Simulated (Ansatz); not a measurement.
Input file for Ansatz (a program for electronic structure): U-CCSD(T)/def2-TZVPP on CH4OSn (SMILES [CH3][Sn][OH]), a point of a bond scan (R = 0.874 Å). Elements past Kr take the def2 small-core potentials; no spin–orbit coupling. The run froze 11 orbitals, filled d shells among them.

Ansatz 0.2 input:
```yaml
crystal:
  periodic: [false, false, false]
  atoms:
    - {symbol: Sn, position_ang: [0.02238006, -0.06360862, 0.38858019]}
    - {symbol: C, position_ang: [0.41947667, 1.60722086, -0.98166041]}
    - {symbol: H, position_ang: [-0.07771854, 2.29689732, -0.77708557]}
    - {symbol: H, position_ang: [0.20079564, 1.28779189, -2.00052818]}
    - {symbol: H, position_ang: [1.46422512, 1.92099925, -0.91166492]}
    - {symbol: O, position_ang: [-0.53752719, -1.25054683, -1.13046981]}
    - {symbol: H, position_ang: [-0.79864880, -2.13662709, -0.85715367]}
basis:
  gaussian:
    orbitals: def2-TZVPP
correlation: {method: ccsd_t, electrons: outside_noble_gas}
scf: {omitted_lower_state_checks: [cluster_reference]}
magnetization: {spin_polarized: true, initial_magnetization: 0}
```

The log:

```
WARN ansatz: RAYON_NUM_THREADS=1 ignored (pool sized by the plan → 1); use --threads N
Functional definition: HF
these checks for a lower state are left out or cut short: cluster_reference
integrals: 0.80 GiB planned
1167 factors; integrals over basis functions are off by at most 1.1e-3 eV
mean field: 0.62 GiB planned
mean field evaluation 1: about -8931.2190 eV, gradient 3.7e1 eV
mean field evaluation 2: about -8931.2233 eV, gradient 3.7e1 eV
mean field evaluation 4: about -8936.9432 eV, gradient 3.4e0 eV
mean field evaluation 8: about -8937.0362 eV, gradient 1.0e-1 eV
mean field evaluation 16: about -8937.0291 eV, gradient 1.5e-1 eV
mean field -8937.03632352 eV, -328.4300271485 hartree, gradient 7.2e-6 eV, S^2 0.000000; 2 other end points of the search recorded, 0 dependent functions left out
11 core orbitals not correlated
reference -8937.03632352 eV, -328.4300271485 hartree; 9, 9 occupied and 148, 148 virtual orbitals, 1167 factors
second order -14.02463271 eV of doubles, -0.00000000 eV of singles
coupled cluster: 1.44 GiB planned
cycle   1  -14.18154726 eV  change   -1.6e-1 eV  update   1.0e-1
cycle   2  -14.52798694 eV  change   -3.5e-1 eV  update   3.6e-2
cycle   3  -14.64920230 eV  change   -1.2e-1 eV  update   2.2e-2
cycle   4  -14.64698791 eV  change    2.2e-3 eV  update   6.3e-3
cycle   5  -14.64304024 eV  change    3.9e-3 eV  update   3.2e-3
cycle   6  -14.64339172 eV  change   -3.5e-4 eV  update   1.2e-3
cycle   7  -14.64315784 eV  change    2.3e-4 eV  update   5.2e-4
cycle   8  -14.64316097 eV  change   -3.1e-6 eV  update   1.6e-4
cycle   9  -14.64322359 eV  change   -6.3e-5 eV  update   6.7e-5
cycle  10  -14.64321137 eV  change    1.2e-5 eV  update   2.3e-5
cycle  11  -14.64320848 eV  change    2.9e-6 eV  update   1.0e-5
perturbative correction -0.56036560 eV, -0.0205930558 hartree
Total energy: -8952.23989759 eV, -328.9887481904 hartree
Checks for a lower state left out: cluster_reference
```

The calculation finished and met its thresholds.

Cost: around 4 core-minutes (rough).
